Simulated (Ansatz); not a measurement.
Cost and result for the atomization energy of C3H7ClGe (`C[CH](C)[Ge][Cl]`) (12 atoms, 11 bonds).

Cartesian coordinates in Å:
```
C 0.268 -1.109 -0.702
C 0.473 0.324 -0.230
C 0.108 0.500 1.239
Ge -0.520 1.652 -1.360
Cl -2.547 0.876 -0.998
H -0.776 -1.410 -0.593
H 0.878 -1.802 -0.112
H 0.546 -1.249 -1.752
H 1.526 0.601 -0.371
H 0.723 -0.149 1.872
H 0.259 1.526 1.592
H -0.939 0.240 1.414
```

Total charge 0; spin multiplicity 1. Correlated methods include outer-core shells of Ge, which these sets cover unevenly. Scalar relativity is left out up to krypton. The structure was optimised at the PBE0-D4/def2-TZVP level. It is one conformer, not always the lowest. Program: Ansatz. All runs use 4 threads of an Arm Neoverse V2 on a shared host. Times are those of one run each, without the atoms' runs, and a repeat can differ threefold. Electronic energies, without spin–orbit coupling; frozen cores. CCSD(T)/CBS adds CCSD(T) − MP2 in def2-TZVPP to the MP2 limit, and its time is that of the two runs behind it. T1 = 0.011; the RHF reference is unstable towards UHF. With those shells the extrapolation isn't a true limit. B3LYP takes the VWN-RPA correlation (the form of Gaussian; ORCA's B3LYP/G). HSE06 is the plane-wave form, built on full-range PBE exchange.

CCSD(T)/CBS is a level of theory with its own doubt, some kJ/mol a heavy atom from the limit and from the frozen cores, so smaller differences don't rank the functionals.

```
                             level  functions  wall time  atomization (kJ/mol)  difference from CCSD(T)/CBS  per bond
                BLYP-D4/def2-TZVPP        281      2.6 s                4407.5                        -25.6      -2.3
              revPBE-D4/def2-TZVPP        281      2.7 s                4416.7                        -16.4      -1.5
   PBE-D4/def2-TZVPP (with forces)        281        3 s                4509.9                         76.8       7.0
               HSE06-D4/def2-TZVPP        281      4.2 s                4454.1                         21.0       1.9
           CAM-B3LYP-D4/def2-TZVPP        281      4.5 s                4431.6                         -1.5      -0.1
r2SCAN-D4/def2-TZVPP (with forces)        281        6 s                4438.3                          5.2       0.5
 B3LYP-D4/def2-TZVPP (with forces)        281        6 s                4425.3                         -7.8      -0.7
             r2SCANh-D4/def2-TZVPP        281      6.5 s                4418.7                        -14.4      -1.3
                ωB97X-V/def2-TZVPP        281      9.5 s                4434.1                          1.0       0.1
                  CCSD(T)/def2-SVP        127       11 s                4218.4                       -214.7     -19.5
                    MP2/def2-QZVPP        540       38 s                4437.1                          4.0       0.4
                CCSD(T)/def2-TZVPP        281    5.1 min                4328.5                       -104.6      -9.5
                 CCSD(T)/CBS(def2)          –    5.8 min                4433.1                          0.0       0.0
```

Leaving LDA and LC-ωPBE aside and taking each functional with its dispersion term where it has one, the values, not all of them listed here, spread over 186.3 kJ/mol, from BHLYP-D4 to PBE-D4. LDA lies +552.0 kJ/mol from PBE without D4, its usual overbinding. At CCSD(T), def2-SVP lies −214.7 kJ/mol from the extrapolated value and def2-TZVPP −104.6 kJ/mol: correlation converges slowly with the basis, and small sets miss more of it in the bonded molecule than in its fragments. In def2-TZVPP, CCSD(T) changes the Hartree–Fock value by +1031.8 kJ/mol (the triples alone add +62.3 kJ/mol) and MP2 by +1079.9 kJ/mol; breaking electron pairs costs correlation energy, which Hartree–Fock lacks.

For some Ge, Se and Sn compounds the MP2-based and the directly extrapolated limit differ by 10 to 25 kJ/mol.
